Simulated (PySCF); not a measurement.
## Ionisation energy of Zn⁺ by level of theory

Zn⁺ [Ar] 3d10 4s1 (2S) → Zn²⁺ [Ar] 3d10 (1S), as a difference of total energies. Calculation: PySCF 2.14, in aug-cc-pVQZ-DK (9s8p6d4f3g2h, 140 functions); the spin-free X2C one-electron Hamiltonian (Gaussian nucleus). Correlated levels: valence: [Ar] frozen. The calculations carry no spin-orbit coupling.

```
           method  ionisation energy (eV)  error (eV)
              UHF                  16.856      -1.108
              LDA                  19.025      +1.061
              PBE                  18.725      +0.761
             PBE0                  18.331      +0.367
           r2SCAN                  18.534      +0.570
           B2PLYP                  18.324      +0.360
             MN15                  17.979      +0.015
        BHandHLYP                  18.155      +0.191
    MP2 (valence)                  17.939      -0.025
SCS-MP2 (valence)                  17.769      -0.195
```

Reference: 17.964 eV (measured; NIST Atomic Spectra Database, ionization energies).
